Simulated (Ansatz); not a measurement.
C3H7Si, SMILES `[CH]=C[SiH2]C` radical, relaxed with UKS PBE0-D4/def2-TZVP in the Gaussian-basis code of Ansatz from a PBE-D4/def2-SVP geometry. The force threshold is 0.005 eV/Å; the program also tests the step.

The species carries charge 0 and has multiplicity 2.

Start:

```xyz
11

C     1.283   -0.628    1.659
C     0.942    0.479    1.030
Si   -0.672    0.616    0.033
C    -0.662   -0.602   -1.411
H     2.097   -1.029    2.280
H     1.617    1.369    1.057
H    -1.847    0.336    0.933
H    -0.789    2.033   -0.466
H     0.179   -0.390   -2.101
H    -0.542   -1.636   -1.029
H    -1.608   -0.548   -1.986
```

Q: By how much does the energy fall, and how many steps does the optimiser take? (Best estimate.)

A: Computed: 4.79 kJ/mol, in 6 steps.

Q: Which bonds change most? (Best estimate.)

A: The calculation gave: C2–Si3 from 1.902 to 1.880 Å; Si3–C4 from 1.889 to 1.868 Å; C2–H6 from 1.117 to 1.098 Å; C1–H5 from 1.100 to 1.082 Å.

Q: Give the relaxed structure. (Estimate.)

A: Computed: 
```xyz
11

C     1.273   -0.614    1.647
C     0.935    0.475    1.020
Si   -0.659    0.601    0.032
C    -0.658   -0.597   -1.400
H     2.073   -1.001    2.263
H     1.598    1.348    1.053
H    -1.818    0.328    0.925
H    -0.775    2.002   -0.460
H     0.170   -0.388   -2.081
H    -0.547   -1.620   -1.035
H    -1.592   -0.532   -1.964
```
